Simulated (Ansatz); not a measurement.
`C[S][Ge]([CH3])([F])[F]` → `[F][Ge][F]` + `CSC` at 600 K and 1 bar (germylene formation by 1,1-elimination).

Calculated with Ansatz (gas phase, PBE0-D4/def2-TZVP geometries, no zero-point term in ΔE). CBS: MP2 limit from def2 TZ/QZ plus the TZ coupled-cluster correction, frozen cores. For Ge outer-core shells are correlated without core-valence functions, which leaves a few kJ/mol of doubt a bond. Scalar relativity is left out up to krypton. One conformer a species, not always the lowest.

```tsv
species	CCSD(T)/CBS energy (Eh)	H − E (kJ/mol)	S (J/(mol·K))
`C[S][Ge]([CH3])([F])[F]`	-2753.31091	289.3	523.5
`[F][Ge][F]`	-2275.77030	37.2	307.1
`CSC`	-477.48821	242.4	347.0
```

H − E and S are ideal-gas, rigid-rotor, harmonic terms from PBE0-D4/def2-TZVP, for one conformer and one mirror image of each species. 1 Eh = 2625.50 kJ/mol, R = 8.31446 J/(mol·K).

Question: By hand: ΔE, ΔH, ΔS and ΔG.

Answer: ΔE = (-2275.77030) + (-477.48821) − (-2753.31091) = 0.05240 Eh = 137.6 kJ/mol. Δ(H − E) = 37.2 + 242.4 − 289.3 = -9.7, so ΔH = 127.9 kJ/mol. ΔS = 307.1 + 347.0 − 523.5 = 130.6 J/(mol·K). ΔG = 127.9 − 600 × (130.6)/1000 = 49.5 kJ/mol.

Question: By hand: the equilibrium constant, and the temperature at which ΔG would vanish if ΔH and ΔS stayed fixed.

Answer: log₁₀ K = −ΔG/(RT ln 10) = -4.3. ΔG = 0 at ΔH/ΔS = 979 K.

The number of gas molecules changes by +1, which sets the sign of ΔS. A doubt of 5 kJ/mol in ΔE shifts log₁₀ K by 0.4 here. Other conformers and mirror images would add mixing entropy, several J/(mol·K) or more a flexible species. Modes under 60 cm⁻¹, often nearly free rotors, make the harmonic entropy too high. These are equilibria of isolated gas molecules and say nothing of rates. Largest T1 diagnostic: 0.015 (customary marks: 0.02 for closed shells, 0.045 for open ones).
